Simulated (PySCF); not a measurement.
FH6N3Si. Atoms are numbered in the order given.

```xyz
11

N     -0.7522     0.2910     1.5362
Si    -0.0009    -0.0016     0.0000
N      0.3901    -1.6732     0.0000
N     -0.7522     0.2910    -1.5362
F      1.2337     1.0896     0.0000
H     -0.7892     1.2521     1.8829
H     -1.6074    -0.2131     1.7788
H      0.7511    -2.1116    -0.8484
H      0.7511    -2.1116     0.8484
H     -1.6074    -0.2131    -1.7788
H     -0.7892     1.2521    -1.8829
```

Geometry: PBE-D3(BJ)/def2-SVP. One conformer was computed; it need not be the lowest.

Computed with PySCF with PBE-D3(BJ)/def2-SVP.

Frequencies are harmonic and unscaled.

Computed harmonic wavenumbers and intensities:
```csv
mode,ν (cm⁻¹),IR (km/mol),moving atoms (share of kinetic energy)
1,140,1.1,"H 84 %, N 10 %"
2,199,7.3,"N 52 %, H 26 %, F 23 %"
3,250,1.5,"H 66 %, N 14 %, F 11 %, Si 10 %"
4,252,6.4,"H 48 %, N 43 %"
5,321,2.5,"H 54 %, N 18 %, Si 15 %, F 13 %"
6,325,20.0,"H 36 %, N 26 %, F 24 %, Si 14 %"
7,333,16.4,"H 38 %, N 35 %, Si 18 %, F 10 %"
8,363,277.9,"H 64 %, N 22 %, F 10 %"
9,412,143.5,"H 71 %, N 28 %"
10,417,150.7,"H 57 %, N 40 %"
11,445,41.6,"H 91 %, N 9 %"
12,714,4.1,"N 64 %, F 24 %, H 12 %"
13,754,0.3,"H 82 %, N 18 %"
14,794,15.8,"H 51 %, N 21 %, F 21 %"
15,796,0.0,"H 68 %, N 31 %"
16,863,139.9,"Si 40 %, N 35 %, H 17 %, F 8 %"
17,915,224.0,"Si 48 %, N 32 %, H 19 %"
18,958,204.5,"Si 48 %, H 22 %, N 18 %, F 11 %"
19,1475,91.0,"H 87 %, N 12 %"
20,1487,29.2,"H 90 %, N 10 %"
21,1488,50.8,"H 88 %, N 11 %"
22,3499,21.1,H 96 %
23,3500,18.5,H 96 %
24,3512,20.1,H 96 %
25,3597,0.0,"H 91 %, N 9 %"
26,3597,39.9,"H 91 %, N 9 %"
27,3617,26.4,"H 91 %, N 9 %"
```
